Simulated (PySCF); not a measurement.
H9Si4, SMILES [SiH3][Si]([SiH3])[SiH3], multiplicity 2. Atoms are numbered in the order given.

```xyz
13

Si    -1.9751    -1.1403     0.0910
Si     0.0000     0.0000    -0.3994
Si     0.0000     2.2807     0.0910
Si     1.9751    -1.1403     0.0910
H     -3.1415    -0.4077    -0.4898
H     -2.1842    -1.2611     1.5694
H     -1.9239    -2.5168    -0.4898
H     -1.2177     2.9245    -0.4898
H      1.2177     2.9245    -0.4898
H      0.0000     2.5222     1.5694
H      2.1842    -1.2611     1.5694
H      3.1415    -0.4077    -0.4898
H      1.9239    -2.5168    -0.4898
```
Charge 0, spin multiplicity 2.

Coordinates come from a r2SCAN-D4/def2-SVP optimisation. The isomer is the one that the SMILES or the coordinates give; other isomers of the formula were not compared.

Level of theory: PBE/pcH-1 in PySCF.

Unrestricted Kohn–Sham, ⟨S²⟩ = 0.754. Hyperfine tensors hold the contact and dipolar terms, without spin-orbit corrections.

Question: Estimate the hyperfine couplings. (Estimate from the structure and the level; the computed values follow.)

Answer: 
```
nucleus     A(iso) (MHz)  A(iso) (G)  dipolar principal values (MHz)
----------  ------------  ----------  ------------------------------
29Si no. 1          11.8         4.2                 -0.8, -0.6, 1.4
29Si no. 2        -211.2       -75.4              -161.9, 80.9, 80.9
29Si no. 3          11.8         4.2                 -0.8, -0.6, 1.4
29Si no. 4          11.8         4.2                 -0.8, -0.6, 1.4
1H no. 5             3.0         1.1                 -2.1, -1.1, 3.3
1H no. 6            66.7        23.8                 -2.1, -0.3, 2.4
1H no. 7             3.0         1.1                 -2.1, -1.1, 3.3
1H no. 8             3.0         1.1                 -2.1, -1.1, 3.3
1H no. 9             3.0         1.1                 -2.1, -1.1, 3.3
1H no. 10           66.7        23.8                 -2.1, -0.3, 2.4
1H no. 11           66.7        23.8                 -2.1, -0.3, 2.4
1H no. 12            3.0         1.1                 -2.1, -1.1, 3.3
1H no. 13            3.0         1.1                 -2.1, -1.1, 3.3
```
